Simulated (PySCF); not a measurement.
C³⁺ (carbon, charge +3) across methods

[He] 2s1, 2S determinant. Calculation: PySCF 2.14, in dyall-acv3z (15s9p4d2f, 76 functions); no relativity, point nucleus.

```json
{"method": "LC-wPBE", "E (hartree)": "-34.7418", "mean ε 1s α (eV)": "-338.11", "mean ε 1s β (eV)": "-337.09", "mean ε 2s α (eV)": "-62.744", "Σ⟨r²⟩ (bohr²)": "2.091", "⟨S²⟩": "0.750"}
{"method": "PBE", "E (hartree)": "-34.7299", "mean ε 1s α (eV)": "-332.05", "mean ε 1s β (eV)": "-330.96", "mean ε 2s α (eV)": "-57.687", "Σ⟨r²⟩ (bohr²)": "2.092", "⟨S²⟩": "0.750"}
{"method": "wB97X-V", "E (hartree)": "-34.7950", "mean ε 1s α (eV)": "-342.17", "mean ε 1s β (eV)": "-341.14", "mean ε 2s α (eV)": "-61.989", "Σ⟨r²⟩ (bohr²)": "2.100", "⟨S²⟩": "0.750"}
{"method": "BLYP", "E (hartree)": "-34.7834", "mean ε 1s α (eV)": "-332.56", "mean ε 1s β (eV)": "-331.63", "mean ε 2s α (eV)": "-57.578", "Σ⟨r²⟩ (bohr²)": "2.080", "⟨S²⟩": "0.750"}
{"method": "r2SCAN", "E (hartree)": "-34.7739", "mean ε 1s α (eV)": "-335.75", "mean ε 1s β (eV)": "-334.85", "mean ε 2s α (eV)": "-58.073", "Σ⟨r²⟩ (bohr²)": "2.093", "⟨S²⟩": "0.750"}
{"method": "LDA", "E (hartree)": "-34.4047", "mean ε 1s α (eV)": "-329.34", "mean ε 1s β (eV)": "-328.24", "mean ε 2s α (eV)": "-57.256", "Σ⟨r²⟩ (bohr²)": "2.106", "⟨S²⟩": "0.750"}
{"method": "UHF", "E (hartree)": "-34.72610", "mean ε 1s α (eV)": "-367.99", "mean ε 1s β (eV)": "-365.63", "mean ε 2s α (eV)": "-64.359", "Σ⟨r²⟩ (bohr²)": "2.106", "⟨S²⟩": "0.750"}
{"method": "PW91", "E (hartree)": "-34.7536", "mean ε 1s α (eV)": "-332.44", "mean ε 1s β (eV)": "-331.35", "mean ε 2s α (eV)": "-57.756", "Σ⟨r²⟩ (bohr²)": "2.092", "⟨S²⟩": "0.750"}
```

Q: Estimate the same row for PBE0.

A: E (hartree) = -34.7426; mean ε 1s α (eV) = -341.22; mean ε 1s β (eV) = -339.83; mean ε 2s α (eV) = -59.469; Σ⟨r²⟩ (bohr²) = 2.093; ⟨S²⟩ = 0.750.
